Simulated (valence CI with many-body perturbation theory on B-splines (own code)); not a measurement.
**E1 line list for Sm29+**

Level of theory: relativistic CI+MBPT: five valence electrons over a frozen Dirac-Fock core [Ar] 3d10, a basis of 9 s, 9 p, 8 d, 6 f, 3 g, 1 h functions for each j, with the one-electron correlation potential Σ1, the two-electron term Σ2, the three-electron term Σ3, Breit, model QED; selected CI, second order for the rest (own B-spline code, finite nucleus).

The last digits are not significant, and no measured levels were compared; by estimate large intervals hold to a few tenths of a per cent, small ones and those within an open d or f shell to about a per cent. Among the levels kept, up to 260 cm⁻¹ of a level comes from second order outside the variational space, and about a tenth of that is noise between levels of different J, which matters for small intervals.

Lines 101 to 150 of 209 in falling wavelength, among levels below 222.81 eV, chosen from the strongest by gf and those to the six lowest levels. Wavelengths and rates use the calculated energies. Electric multipoles are in the length gauge, E1 and E2 with the static RPA response of the core. Weak lines are less certain than strong ones. Lines between different terms over intervals too small for the method are left out, as are lines whose strength nearly cancels. The highest levels of a list are the least certain.

Levels are named by their leading jj configuration (3d3/2^4 stands for four electrons in 3d with j = 3/2), which in mixed levels can hold well under half, so a name can repeat and another be missing. Letters in brackets count levels of one name in rising energy.

```csv
λ vac (nm),Upper,Lower,A (s⁻¹),S (a.u.)
12.14,(4s 4p1/2^2 4p3/2 4d3/2) J=3/2,(4s 4p1/2^2 4p3/2^2) J=3/2,1.82e+09,6.41e-03
12.13,(4s 4p1/2 4p3/2^3) J=3/2 [a],(4s^2 4p1/2 4p3/2^2) J=3/2,3.02e+10,1.07e-01
12.12,(4s 4p1/2^2 4p3/2 4d3/2) J=1/2,(4s 4p1/2^2 4p3/2^2) J=3/2,2.46e+09,4.32e-03
12.04,(4s 4p1/2 4p3/2^3) J=5/2,(4s^2 4p1/2 4p3/2^2) J=5/2,1.63e+10,8.42e-02
12.04,(4p1/2^2 4p3/2^3) J=3/2,(4s 4p1/2^2 4p3/2^2) J=1/2,3.10e+09,1.07e-02
11.78,(4s 4p1/2^2 4p3/2 4d5/2) J=5/2,(4s^2 4p1/2^2 4d3/2) J=3/2,5.47e+09,2.65e-02
11.73,(4s^2 4p1/2 4p3/2 4d3/2) J=3/2 [a],(4s^2 4p1/2 4p3/2^2) J=5/2,9.88e+09,3.15e-02
11.61,(4p1/2^2 4p3/2^3) J=3/2,(4s 4p1/2^2 4p3/2^2) J=3/2,3.23e+10,9.97e-02
11.60,(4s 4p3/2^4) J=1/2,(4s^2 4p3/2^3) J=3/2,5.60e+10,8.64e-02
11.60,(4s 4p1/2^2 4p3/2 4d5/2) J=3/2,(4s 4p1/2^2 4p3/2^2) J=1/2,6.48e+08,2.00e-03
11.58,(4s 4p1/2 4p3/2^3) J=5/2,(4s^2 4p1/2 4p3/2^2) J=3/2,4.83e+08,2.22e-03
11.54,(4s 4p1/2^2 4p3/2^2) J=3/2,(4s^2 4p1/2^2 4p3/2) J=3/2,2.20e+10,6.69e-02
11.44,(4s^2 4p1/2 4p3/2 4d3/2) J=5/2,(4s^2 4p1/2 4p3/2^2) J=5/2,8.62e+09,3.83e-02
11.42,(4s 4p1/2 4p3/2^3) J=1/2,(4s^2 4p1/2 4p3/2^2) J=1/2,2.26e+10,3.32e-02
11.29,(4s^2 4p1/2 4p3/2 4d3/2) J=3/2 [a],(4s^2 4p1/2 4p3/2^2) J=3/2,1.39e+09,3.94e-03
11.28,(4s^2 4p1/2 4p3/2 4d3/2) J=1/2 [a],(4s^2 4p1/2 4p3/2^2) J=3/2,1.29e+10,1.83e-02
11.24,(4s 4p1/2^2 4p3/2 4d3/2) J=5/2,(4s 4p1/2^2 4p3/2^2) J=5/2,6.39e+09,2.69e-02
11.22,(4s 4p1/2^2 4p3/2 4d3/2) J=3/2,(4s 4p1/2^2 4p3/2^2) J=5/2,4.44e+09,1.24e-02
11.21,(4s 4p1/2^2 4p3/2 4d5/2) J=3/2,(4s 4p1/2^2 4p3/2^2) J=3/2,6.18e+09,1.72e-02
11.15,(4s 4p1/2^2 4p3/2^2) J=1/2,(4s^2 4p1/2^2 4p3/2) J=3/2,6.03e+10,8.25e-02
11.14,(4s^2 4p1/2 4p3/2 4d3/2) J=7/2,(4s^2 4p1/2 4p3/2^2) J=5/2,2.47e+08,1.35e-03
11.10,(4s 4p1/2 4p3/2^3) J=3/2 [b],(4s^2 4p1/2 4p3/2^2) J=1/2,1.29e+10,3.48e-02
11.08,(4s 4p1/2^2 4p3/2 4d3/2) J=7/2,(4s 4p1/2^2 4p3/2^2) J=5/2,1.15e+09,6.17e-03
11.03,(4s^2 4p1/2 4p3/2 4d3/2) J=5/2,(4s^2 4p1/2 4p3/2^2) J=3/2,6.51e+08,2.58e-03
10.80,(4s 4p1/2^2 4p3/2 4d5/2) J=5/2,(4s 4p1/2^2 4p3/2^2) J=3/2,1.52e+09,5.65e-03
10.78,(4s^2 4p1/2 4p3/2 4d5/2) J=7/2 [a],(4s^2 4p1/2 4p3/2^2) J=5/2,2.56e+08,1.27e-03
10.77,(4p1/2^2 4p3/2^3) J=3/2,(4s 4p1/2^2 4p3/2^2) J=5/2,2.28e+10,5.62e-02
10.70,(4s^2 4p3/2^2 4d3/2) J=1/2,(4s^2 4p3/2^3) J=3/2,2.48e+09,3.00e-03
10.63,(4s^2 4p1/2 4p3/2 4d3/2) J=3/2 [b],(4s^2 4p1/2 4p3/2^2) J=1/2,1.20e+09,2.83e-03
10.62,(4s^2 4p3/2^2 4d3/2) J=3/2 [a],(4s^2 4p3/2^3) J=3/2,1.38e+07,3.25e-05
10.61,(4s 4p1/2 4p3/2^3) J=3/2 [b],(4s^2 4p1/2 4p3/2^2) J=5/2,1.17e+11,2.75e-01
10.59,(4s^2 4p1/2^2 4d3/2) J=3/2,(4s^2 4p1/2^2 4p3/2) J=3/2,1.04e+11,2.44e-01
10.55,(4s^2 4p3/2^2 4d3/2) J=5/2,(4s^2 4p3/2^3) J=3/2,6.53e+09,2.27e-02
10.52,(4s 4p1/2 4p3/2^3) J=1/2,(4s^2 4p1/2 4p3/2^2) J=3/2,9.08e+10,1.04e-01
10.42,(4s 4p1/2^2 4p3/2 4d5/2) J=3/2,(4s 4p1/2^2 4p3/2^2) J=5/2,2.20e+10,4.92e-02
10.30,(4s^2 4p1/2 4p3/2 4d3/2) J=1/2 [b],(4s^2 4p1/2 4p3/2^2) J=1/2,6.35e+07,6.86e-05
10.26,(4s^2 4p1/2 4p3/2 4d5/2) J=5/2 [a],(4s^2 4p1/2 4p3/2^2) J=5/2,6.31e+09,2.02e-02
10.25,(4s 4p1/2 4p3/2^3) J=3/2 [b],(4s^2 4p1/2 4p3/2^2) J=3/2,2.47e+10,5.24e-02
10.17,(4s^2 4p1/2 4p3/2 4d3/2) J=3/2 [b],(4s^2 4p1/2 4p3/2^2) J=5/2,9.01e+09,1.87e-02
10.16,(4s^2 4p1/2 4p3/2 4d5/2) J=3/2 [a],(4s^2 4p1/2 4p3/2^2) J=1/2,2.95e+09,6.12e-03
10.07,(4s 4p1/2^2 4p3/2 4d5/2) J=5/2,(4s 4p1/2^2 4p3/2^2) J=5/2,6.41e+10,1.94e-01
9.936,(4s^2 4p1/2^2 4d5/2) J=5/2,(4s^2 4p1/2^2 4p3/2) J=3/2,1.02e+11,2.96e-01
9.919,(4s^2 4p1/2 4p3/2 4d5/2) J=5/2 [a],(4s^2 4p1/2 4p3/2^2) J=3/2,5.34e+10,1.54e-01
9.889,(4s^2 4p3/2^2 4d3/2) J=3/2 [b],(4s^2 4p3/2^3) J=3/2,2.47e+10,4.72e-02
9.864,(4s^2 4p1/2 4p3/2 4d5/2) J=5/2 [b],(4s^2 4p1/2 4p3/2^2) J=5/2,1.21e+11,3.43e-01
9.839,(4s^2 4p1/2 4p3/2 4d3/2) J=3/2 [b],(4s^2 4p1/2 4p3/2^2) J=3/2,5.77e+10,1.09e-01
9.816,(4s^2 4p3/2^2 4d5/2) J=5/2 [a],(4s^2 4p3/2^3) J=3/2,5.19e+06,1.45e-05
9.747,(4s^2 4p1/2 4p3/2 4d5/2) J=3/2 [a],(4s^2 4p1/2 4p3/2^2) J=5/2,1.80e+11,3.29e-01
9.730,(4s^2 4p1/2 4p3/2 4d5/2) J=3/2 [b],(4s^2 4p1/2 4p3/2^2) J=1/2,1.50e+11,2.72e-01
9.656,(4s^2 4p1/2 4p3/2 4d5/2) J=7/2 [b],(4s^2 4p1/2 4p3/2^2) J=5/2,1.62e+11,5.77e-01
```
